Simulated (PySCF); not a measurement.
Correlation energy of Bi (bismuth, neutral)

[Xe] 4f14 5d10 6s1 6p3 6d1, high-spin 6D determinant (an excited configuration). Calculation: PySCF 2.14, in aug-cc-pwCVTZ-DK3 (11s10p8d5f1g, 125 functions); scalar relativity by spin-free X2C-1e. Frozen: [Xe] 4f14 5d10; 5 electrons correlated.

```
  level  correlation energy (mhartree)
   CCSD                         -26.32
    (T)                          -0.41
CCSD(T)                         -26.73
```

Diagnostics: T1 = 0.0039, D1 = 0.0072, largest double amplitude 0.026.

Spin-orbit coupling is strong in this species (close to jj coupling), so the high-spin LS determinant is a model state, not a physical level. The outer electron is Rydberg-like, and this basis confines it to a smaller radius and binds it less than a complete one would.

Cost of the coupled-cluster step: roughly 17 core-seconds, for 5 correlated electrons.

Spin-orbit coupling is strong in this species, so the high-spin LS determinant is a model state.
